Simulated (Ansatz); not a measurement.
FHISi, SMILES `F[SiH]I` radical. Total charge 0; spin multiplicity 2. I: def2 effective core potential.

(1) What are the harmonic wavenumbers in cm⁻¹ at PBE0-D4/def2-TZVP (Ansatz, finite differences of forces, unscaled)? (Best estimate.)

(2) Is this a minimum?

(3) Give the ideal-gas thermochemistry at 298.15 K and 1 bar (rigid rotor, harmonic oscillator; point group C1, symmetry number 1).

(4) Rotational constants (cm⁻¹)?

## Answers

(1) The calculation gave: 180, 372, 629, 755, 883, 2166.

(2) Yes, all 6 modes are real.

(3) Zero-point energy 29.8 kJ/mol; H(298) − E = 42.9 kJ/mol; entropy 305.0 J/(mol·K), of which translation 173.3, rotation 108.4, vibration 17.6, electronic 5.8; G(298) − E = -48.0 kJ/mol.

(4) 0.7228, 0.06304, 0.05856.
